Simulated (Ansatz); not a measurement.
Species: sum formula SiBrCl, net charge 0, singlet state. 
Geometry from a B3LYP-D3(BJ)/def2-TZVP (Ansatz, a first-principles code) optimisation:
SMILES: Cl[Si]Br
```xyz
3

Si     0.3791     0.3746     1.0903
Cl     1.1144     1.8306    -0.2184
Br    -0.6929    -1.0390    -0.3300
```
Charge 0, spin multiplicity 1.

Quantity: atomisation energy (electronic, to ground-state atoms), in kcal/mol. Valence correlation only, unless marked. Open shells are spin-unrestricted. No spin-orbit coupling. Frozen are the shells of the preceding noble gas and the d and f shells that filled before the atom's block. No relativistic terms. The coupled-cluster limit lacks core correlation, which all-electron functionals hold. Basis-set limits of correlation are two-point, X^-3; Hartree-Fock from the larger set.

```csv
level,program,atomisation energy (kcal/mol)
BHLYP-D3(BJ)/def2-TZVPD,Ansatz + dftd3,183.5
MP2/STO-3G,Ansatz,192.8
MP2/def2-TZVPP,Ansatz,192.1
SCS-MP2/6-31G*,Ansatz,167.6
```

### Question
Predict the CCSD(T)/CBS(def2-TZVPP,def2-QZVPP) result (Ansatz).

### Answer
193.8 kcal/mol
